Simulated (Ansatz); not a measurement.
These are frozen-core CCSD(T)/cc-pVTZ // B3LYP-D3(BJ)/def2-SVP (Ansatz, a quantum-chemistry and plane-wave program) values and carry that method's errors. The restricted HF reference is unstable towards unrestricted orbitals.

Ansatz 0.2 input:
```yaml
crystal:
  periodic: [false, false, false]
  atoms:
    - { symbol: N, position_ang: [3.533981, -0.488019, -0.250836] }
    - { symbol: C, position_ang: [2.375483, -0.391774, -0.196688] }
    - { symbol: C, position_ang: [0.972083, -0.216543, -0.105293] }
    - { symbol: C, position_ang: [0.047517, -1.135677, -0.501246] }
    - { symbol: C, position_ang: [-1.370908, -0.768676, -0.325392] }
    - { symbol: C, position_ang: [-1.632351, 0.445871, 0.213076] }
    - { symbol: Si, position_ang: [0.014433, 1.278674, 0.563818] }
    - { symbol: H, position_ang: [0.32081, -2.104146, -0.931241] }
    - { symbol: H, position_ang: [-2.148653, -1.476735, -0.629744] }
    - { symbol: H, position_ang: [-2.650735, 0.801863, 0.380397] }
    - { symbol: H, position_ang: [0.280363, 1.536238, 2.005573] }
    - { symbol: H, position_ang: [0.257974, 2.518925, -0.222427] }
basis:
  gaussian: { orbitals: cc-pVTZ }
correlation:
  method: ccsd_t
```

Output:

```
Functional definition: HF
1650 factors; integrals over basis functions are off by at most 1.2e-3 eV
mean field evaluation 1: about -14571.4713 eV, gradient 3.9e1 eV
mean field evaluation 2: about -14571.9673 eV, gradient 3.9e1 eV
mean field evaluation 4: about -14576.5762 eV, gradient 7.7e0 eV
mean field evaluation 8: about -14576.7653 eV, gradient 4.3e-1 eV
mean field evaluation 16: about -14571.4693 eV, gradient 3.9e1 eV
mean field -14576.76644774 eV, -535.6862864673 hartree, gradient 2.3e-6 eV, S^2 0.000000; 0 other end points of the search recorded, 0 dependent functions left out; unrestricted orbitals would lower it
11 core orbitals not correlated
reference -14576.76644774 eV, -535.6862864673 hartree; 17, 17 occupied and 256, 256 virtual orbitals, 1650 factors
second order -29.32307552 eV of doubles, -0.00000000 eV of singles
cycle   1  -29.02223948 eV  change    3.0e-1 eV  update   1.4e-1
cycle   2  -29.94179430 eV  change   -9.2e-1 eV  update   4.7e-2
cycle   3  -30.14919627 eV  change   -2.1e-1 eV  update   2.3e-2
cycle   4  -30.14365421 eV  change    5.5e-3 eV  update   7.3e-3
cycle   5  -30.14482990 eV  change   -1.2e-3 eV  update   3.9e-3
cycle   6  -30.14725572 eV  change   -2.4e-3 eV  update   1.2e-3
cycle   7  -30.14692170 eV  change    3.3e-4 eV  update   7.4e-4
cycle   8  -30.14658612 eV  change    3.4e-4 eV  update   2.9e-4
cycle   9  -30.14662027 eV  change   -3.4e-5 eV  update   1.4e-4
cycle  10  -30.14660791 eV  change    1.2e-5 eV  update   4.2e-5
perturbative correction -1.65195860 eV, -0.0607083586 hartree
Total energy: -14608.56501424 eV, -536.8548622324 hartree
```

Cost: very roughly 28 core-minutes.
